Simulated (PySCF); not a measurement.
B3LYP has the VWN-RPA correlation part, as in Gaussian. 

**H2Ga, SMILES `[GaH2]` (charge 0, multiplicity 2)**

These are B3LYP-D3(BJ)/def2-TZVP // PBE0-D4/def2-TZVP (PySCF 2.14.0) values and carry that method's errors.

```json
{
 "highest_occupied_spin_orbital": "-5.38 eV",
 "dipole_moment": "0.30 D",
 "total_energy": "-1926.0446 Ha",
 "cost": "around 27 core-seconds (rough)"
}
```

```xyz
3

Ga    -0.0240     0.5264     0.0000
H      1.3937    -0.2001     0.0000
H     -1.3697    -0.3262     0.0000
```
Charge 0, spin multiplicity 2.
